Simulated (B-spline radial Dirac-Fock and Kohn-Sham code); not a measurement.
**Elastic and transport cross sections of carbon for electrons**

Level of theory: relativistic (Dirac) partial waves in the static field of the Dirac-Fock atom with Furness-McCarthy exchange, without polarisation or absorption potentials; a radial finite-basis atomic code. σ_tr1 and σ_tr2 weight the cross section with 1 − P₁ and 1 − P₂ of cos θ; "backward" is the share scattered beyond 90°.

```
energy (eV)  σ (a₀²)  σ_tr1 (a₀²)  σ_tr2 (a₀²)  σ/σ_tr1  backward (%)
       3000    0.710       0.0204       0.0470     34.8          0.36
       3510        ?            ?            ?        ?             ?
       4660    0.467      0.00928       0.0219     50.3          0.22
       4760    0.457      0.00893       0.0211     51.2          0.22
       5000    0.436      0.00817       0.0194     53.4          0.21
       5840    0.376      0.00618       0.0148     60.9          0.17
       6640    0.332      0.00490       0.0118     67.8          0.15
       7030    0.315      0.00442       0.0107     71.2          0.14
       7340    0.302      0.00409      0.00990     73.8          0.14
      10000    0.224      0.00234      0.00573     96.1         0.097
      10900    0.207      0.00200      0.00492      103         0.088
      12000    0.189      0.00168      0.00415      112         0.079
```

Q: Fill in the row for 3.51 keV.

A: σ = 0.612 a₀², σ_tr1 = 0.0154 a₀², σ_tr2 = 0.0359 a₀², σ/σ_tr1 = 39.7, backward 0.30 %. The ratio σ/σ_tr1 is roughly the number of elastic collisions that randomise the direction.

Values without a named source are computed, but for edge energies of neutral atoms, which are taken from tables.
